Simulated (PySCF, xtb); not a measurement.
C4H7BFN, SMILES C=C=CB(F)NC. Other conformers were not sampled.

Harmonic wavenumbers (cm⁻¹) from GFN2-xTB in xtb at its own minimum, in rising order: 61, 87, 150, 159, 215, 296, 319, 365, 420, 563, 578, 650, 745, 829, 872, 956, 1060, 1081, 1111, 1119, 1164, 1281, 1312, 1412, 1423, 1466, 1476, 1503, 2070, 2946, 2967, 3022, 3047, 3074, 3080, 3464.

**Question.** What does PySCF with r2SCAN-D4/def2-SVP give at its own minimum? (Estimate from the structure and the level; the computed values follow.)

**Answer.** 50, 96, 147, 162, 229, 333, 340, 424, 451, 616, 621, 680, 766, 807, 888, 977, 1064, 1089, 1112, 1141, 1190, 1297, 1378, 1434, 1454, 1471, 1473, 1573, 2038, 3009, 3078, 3122, 3127, 3157, 3212, 3602. Paired by order, the mean absolute difference is 39 cm⁻¹ and the zero-point energies are 66.2 and 68.1 kcal/mol.
